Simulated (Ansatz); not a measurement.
Computed with Ansatz.

C3H9FInN (`CC(C)[NH][InH][F]`) at its PBE0-D4/def2-TZVP geometry, where that method's forces vanish. The species carries charge 0 and has multiplicity 1. In takes the def2 core potential.

```tsv
atom	x (Å)	y (Å)	z (Å)
C1	1.035	1.497	-0.009
C2	0.474	0.210	-0.599
C3	1.078	-1.004	0.078
N4	-0.970	0.167	-0.517
In5	-2.161	-0.981	0.587
F6	-3.942	-0.202	0.309
H7	2.120	1.554	-0.140
H8	0.810	1.553	1.060
H9	0.593	2.372	-0.492
H10	0.768	0.173	-1.660
H11	0.844	-1.005	1.149
H12	0.699	-1.932	-0.361
H13	2.165	-1.008	-0.020
H14	-1.420	0.966	-0.941
H15	-2.095	-2.360	1.554
```

Problem. For each bond, give half the difference of the two atoms' forces along it (eV/Å; positive pushes the atoms apart) under PBE-D4, r2SCAN-D4, B3LYP-D4, ωB97M-V in def2-TZVPP. (Estimate.)

Solution. The calculation gave: 
```tsv
bond	length (Å)	PBE-D4	r2SCAN-D4	B3LYP-D4	ωB97M-V
C1–C2	1.523	0.02	0.08	0.14	0.09
C1–H7	1.094	0.10	-0.03	-0.07	-0.08
C1–H8	1.094	0.11	-0.03	-0.06	-0.06
C1–H9	1.093	0.09	-0.04	-0.08	-0.07
C2–C3	1.515	-0.01	0.06	0.13	0.12
C2–N4	1.447	0.02	0.14	0.14	0.22
C2–H10	1.102	0.12	-0.06	-0.15	-0.20
C3–H11	1.097	0.11	-0.02	-0.07	-0.06
C3–H12	1.094	0.09	-0.03	-0.08	-0.07
C3–H13	1.091	0.09	-0.04	-0.09	-0.07
N4–In5	1.989	0.13	0.05	0.15	-0.05
N4–H14	1.010	0.19	-0.01	-0.12	-0.06
In5–F6	1.965	0.42	0.08	0.24	0.04
In5–H15	1.685	-0.15	-0.14	-0.13	-0.10
```

B3LYP here is the variant with VWN-RPA as its local correlation; programs differ in this.
